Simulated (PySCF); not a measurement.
C₄H₁₀Zn. Atoms are numbered in the order given.

```xyz
15

Zn     0.0000     0.0000     0.1692
C      0.6143     1.8656     0.1707
C     -0.3683     2.8786    -0.4352
H      0.8539     2.1436     1.2218
H      1.5870     1.9033    -0.3696
H     -0.6003     2.6538    -1.4978
H     -1.3387     2.8958     0.1046
H      0.0263     3.9189    -0.4104
C     -0.6143    -1.8656     0.1707
C      0.3683    -2.8786    -0.4352
H     -0.8539    -2.1436     1.2218
H     -1.5870    -1.9033    -0.3696
H      0.6003    -2.6538    -1.4978
H      1.3387    -2.8958     0.1046
H     -0.0263    -3.9189    -0.4104
```
Charge 0, spin multiplicity 1.

Geometry optimised at PBE-D3(BJ)/def2-SVP. The isomer is the one that the SMILES or the coordinates give; other isomers of the formula were not compared. The values are those of a single conformer.

These are PySCF with PBE/def2-TZVP values and carry that method's errors.

Symmetry labels are those of the subgroup C2 that the program uses (full group C2).

Computed valence orbital energies around the gap with their symmetry:
```json
[
 {"orbital": "HOMO−7", "symmetry": "B", "energy (eV)": "-9.68"},
 {"orbital": "HOMO−6", "symmetry": "A", "energy (eV)": "-9.62"},
 {"orbital": "HOMO−5", "symmetry": "B", "energy (eV)": "-8.60"},
 {"orbital": "HOMO−4", "symmetry": "A", "energy (eV)": "-8.56"},
 {"orbital": "HOMO−3", "symmetry": "A", "energy (eV)": "-7.90"},
 {"orbital": "HOMO−2", "symmetry": "B", "energy (eV)": "-7.81"},
 {"orbital": "HOMO−1", "symmetry": "A", "energy (eV)": "-6.89"},
 {"orbital": "HOMO", "symmetry": "B", "energy (eV)": "-5.42"},
 {"orbital": "LUMO", "symmetry": "B", "energy (eV)": "-0.79"},
 {"orbital": "LUMO+1", "symmetry": "A", "energy (eV)": "-0.68"},
 {"orbital": "LUMO+2", "symmetry": "A", "energy (eV)": "-0.44"},
 {"orbital": "LUMO+3", "symmetry": "B", "energy (eV)": "0.87"}
]
```
